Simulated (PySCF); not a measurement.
cyclotrisilazane (H9N3Si3), singlet, at a GFN2-xTB geometry; CCSD(T)/STO-3G (PySCF).

Input for PySCF:
```python
from pyscf import gto, scf, cc

mol = gto.Mole()
mol.atom = '''
    Si    1.68054828   -0.42496743   -0.52596035
    N     0.50290150   -1.52832577    0.08377091
    Si   -1.17562112   -1.31026230    0.41701362
    N    -1.46043566    0.38486470    0.56260467
    Si   -0.54839632    1.72369318   -0.03026477
    N     1.06095760    1.17105307   -0.31418280
    H     1.94000099   -0.68910961   -1.95384163
    H     2.91193934   -0.56300900    0.26448031
    H     0.81666462   -2.48200359    0.13740011
    H    -1.99276343   -1.88246088   -0.66962470
    H    -1.49030681   -1.94902435    1.70231783
    H    -2.36797339    0.62547217    0.92202770
    H    -0.51609892    2.76332656    1.00760337
    H    -1.13988836    2.24298984   -1.27781588
    H     1.72303017    1.90218647   -0.50893551
'''
mol.basis = 'sto-3g'
mol.verbose = 4
mol.build()

mf = scf.RHF(mol)
mf.kernel()

mycc = cc.CCSD(mf, frozen=19)
mycc.kernel()
et = mycc.ccsd_t()
print('E(CCSD(T)) = %.10f' % (mycc.e_tot + et))
```

Output, abridged:

```
PySCF version 2.14.0

[INPUT] verbose = 4
[INPUT] num. atoms = 15
[INPUT] num. electrons = 72
[INPUT] charge = 0
[INPUT] spin (= nelec alpha-beta = 2S) = 0
[INPUT] symmetry False subgroup None
[INPUT] Mole.unit = angstrom
[INPUT] Symbol           X                Y                Z      unit          X                Y                Z       unit  Magmom
[INPUT]  1 Si     1.680548280000  -0.424967430000  -0.525960350000 AA    3.175775988309  -0.803072054560  -0.993921013880 Bohr   0.0
[INPUT]  2 N      0.502901500000  -1.528325770000   0.083770910000 AA    0.950346102633  -2.888117134415   0.158304077106 Bohr   0.0
[INPUT]  3 Si    -1.175621120000  -1.310262300000   0.417013620000 AA   -2.221601943054  -2.476036898343   0.788041532013 Bohr   0.0
[INPUT]  4 N     -1.460435660000   0.384864700000   0.562604670000 AA   -2.759823419948   0.727288878013   1.063168742701 Bohr   0.0
[INPUT]  5 Si    -0.548396320000   1.723693180000  -0.030264770000 AA   -1.036318852519   3.257308032981  -0.057192126523 Bohr   0.0
[INPUT]  6 N      1.060957600000   1.171053070000  -0.314182800000 AA    2.004919293776   2.212969579631  -0.593719445049 Bohr   0.0
[INPUT]  7 H      1.940000990000  -0.689109610000  -1.953841630000 AA    3.666070552485  -1.302228432706  -3.692225571474 Bohr   0.0
[INPUT]  8 H      2.911939340000  -0.563009000000   0.264480310000 AA    5.502767843947  -1.063932815665   0.499795351240 Bohr   0.0
[INPUT]  9 H      0.816664620000  -2.482003590000   0.137400110000 AA    1.543272467422  -4.690307025287   0.259648577385 Bohr   0.0
[INPUT] 10 H     -1.992763430000  -1.882460880000  -0.669624700000 AA   -3.765777113749  -3.557335503408  -1.265407289244 Bohr   0.0
[INPUT] 11 H     -1.490306810000  -1.949024350000   1.702317830000 AA   -2.816271712474  -3.683122231608   3.216914475664 Bohr   0.0
[INPUT] 12 H     -2.367973390000   0.625472170000   0.922027700000 AA   -4.474821177358   1.181971099837   1.742379832263 Bohr   0.0
[INPUT] 13 H     -0.516098920000   2.763326560000   1.007603370000 AA   -0.975285611984   5.221930391137   1.904094411489 Bohr   0.0
[INPUT] 14 H     -1.139888360000   2.242989840000  -1.277815880000 AA   -2.154076812980   4.238636497782  -2.414722050820 Bohr   0.0
[INPUT] 15 H      1.723030170000   1.902186470000  -0.508935510000 AA    3.256055125663   3.594611466153  -0.961748728966 Bohr   0.0

nuclear repulsion = 473.51999443249
number of shells = 33
number of NR pGTOs = 153
number of NR cGTOs = 51
basis = sto-3g
ecp = {}

******** <class 'pyscf.scf.hf.RHF'> ********
method = RHF
initial guess = minao
damping factor = 0
level_shift factor = 0
DIIS = <class 'pyscf.scf.diis.CDIIS'>
diis_start_cycle = 1
diis_space = 8
diis_damp = 0
SCF conv_tol = 1e-09
SCF conv_tol_grad = None
SCF max_cycles = 50
direct_scf = True
direct_scf_tol = 1e-13
Set gradient conv threshold to 3.16228e-05
Initial guess from minao.
init E= -1023.89730638733
  HOMO = -0.274348370757083  LUMO = 0.212967741678092  gap/eV = 13.26055
cycle= 1 E= -1023.29560031455  delta_E= 0.602  |g|= 0.595  |ddm|= 4.71
  HOMO = -0.171579969299919  LUMO = 0.497728144614855  gap/eV = 18.21280
cycle= 2 E= -1023.40835322984  delta_E= -0.113  |g|= 0.182  |ddm|=  1.1
  HOMO = -0.262545931207654  LUMO = 0.461081462028113  gap/eV = 19.69090
cycle= 3 E= -1023.41941958691  delta_E= -0.0111  |g|= 0.0251  |ddm|= 0.284
  HOMO = -0.262456445862668  LUMO = 0.46430433587178  gap/eV = 19.77617
cycle= 4 E= -1023.41981194426  delta_E= -0.000392  |g|= 0.00204  |ddm|= 0.0682
  HOMO = -0.26265664567614  LUMO = 0.464015989528059  gap/eV = 19.77377
cycle= 5 E= -1023.4198149753  delta_E= -3.03e-06  |g|= 0.000267  |ddm|= 0.00625
  HOMO = -0.262706552769899  LUMO = 0.464048319608991  gap/eV = 19.77601
cycle= 6 E= -1023.41981502708  delta_E= -5.18e-08  |g|= 4.48e-05  |ddm|= 0.000845
  HOMO = -0.262702468090521  LUMO = 0.464054143013098  gap/eV = 19.77605
cycle= 7 E= -1023.41981502865  delta_E= -1.57e-09  |g|= 1.14e-05  |ddm|= 0.000156
  HOMO = -0.262703341741946  LUMO = 0.464051874719391  gap/eV = 19.77602
cycle= 8 E= -1023.41981502874  delta_E= -8.66e-11  |g|= 3e-06  |ddm|= 3.5e-05
  HOMO = -0.262703431376467  LUMO = 0.464052061930748  gap/eV = 19.77602
Extra cycle  E= -1023.41981502874  delta_E= -9.32e-12  |g|= 1.12e-06  |ddm|= 8.12e-06
converged SCF energy = -1023.41981502874

******** <class 'pyscf.cc.ccsd.CCSD'> ********
CC2 = 0
CCSD nocc = 17, nmo = 32
frozen orbitals 19
max_cycle = 50
direct = 0
conv_tol = 1e-07
conv_tol_normt = 1e-05
diis_space = 6
diis_start_cycle = 0
diis_start_energy_diff = 1e+09
Init t2, MP2 energy = -1023.63912842192  E_corr(MP2) -0.219313393173174
Init E_corr(CCSD) = -0.219313393173855
cycle = 1  E_corr(CCSD) = -0.25988553430231  dE = -0.0405721411  norm(t1,t2) = 0.0648278
cycle = 2  E_corr(CCSD) = -0.273788120925913  dE = -0.0139025866  norm(t1,t2) = 0.0210379
cycle = 3  E_corr(CCSD) = -0.280118264747609  dE = -0.00633014382  norm(t1,t2) = 0.00783874
cycle = 4  E_corr(CCSD) = -0.280509273585124  dE = -0.000391008838  norm(t1,t2) = 0.00117029
cycle = 5  E_corr(CCSD) = -0.280466120024743  dE = 4.31535604e-05  norm(t1,t2) = 0.000456473
cycle = 6  E_corr(CCSD) = -0.280467178013892  dE = -1.05798915e-06  norm(t1,t2) = 0.000103849
cycle = 7  E_corr(CCSD) = -0.280466123517718  dE = 1.05449617e-06  norm(t1,t2) = 3.78859e-05
cycle = 8  E_corr(CCSD) = -0.28046566655989  dE = 4.56957828e-07  norm(t1,t2) = 1.214e-05
cycle = 9  E_corr(CCSD) = -0.280465497512615  dE = 1.69047275e-07  norm(t1,t2) = 4.61124e-06
cycle = 10  E_corr(CCSD) = -0.280465607770876  dE = -1.10258262e-07  norm(t1,t2) = 1.43052e-06
cycle = 11  E_corr(CCSD) = -0.280465630197926  dE = -2.24270495e-08  norm(t1,t2) = 3.37292e-07
CCSD converged
E(CCSD) = -1023.700280658943  E_corr = -0.2804656301979259
CCSD(T) correction = -0.00475269813226538
E(CCSD(T)) = -1023.7050333571
```
